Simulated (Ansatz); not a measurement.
Computed with Ansatz on PBE0-D4/def2-TZVP structures; ΔE is electronic, products minus reactants. CCSD(T)/CBS is the MP2 limit (def2-TZVPP, def2-QZVPP) plus CCSD(T) − MP2 in def2-TZVPP, frozen cores. This one scheme is used for every species. Functionals use def2-TZVPP. Open shells (•) are unrestricted, without spin–orbit coupling. One conformer a species, not always the lowest.

Consider the hydrogen abstraction from the Si–H bond: `O[SiH2]S[SiH3]` + `[OH]`• → `O[SiH2]S[SiH2]`• + H₂O.

```
          level  ΔE (kJ/mol)
      r2SCAN-D4       -128.1
        PBE0-D4       -129.3
        ωB97M-V       -118.1
           PBE0       -129.5
 MP2/def2-TZVPP       -142.5
CCSD/def2-TZVPP       -112.4
  MP2/CBS(def2)       -151.1
 CCSD/CBS(def2)       -121.0
```

Problem. What does CCSD(T)/CBS give? (Best estimate.)

Solution. Computed: -128.3 kJ/mol. The listed levels differ from it by 0.2, -1.0, 10.2, -1.2, -14.2, 15.9, -22.8, 7.3 kJ/mol.

Largest T1 diagnostic among the species: 0.015.

From PBE to PBE0 (25 % exact exchange), in def2-TZVPP and without D4, ΔE moves by +18.4 kJ/mol. In def2-TZVPP, CCSD(T) changes the Hartree–Fock value by −73.8 kJ/mol (the triples alone add −7.2 kJ/mol) and MP2 by −96.7 kJ/mol.
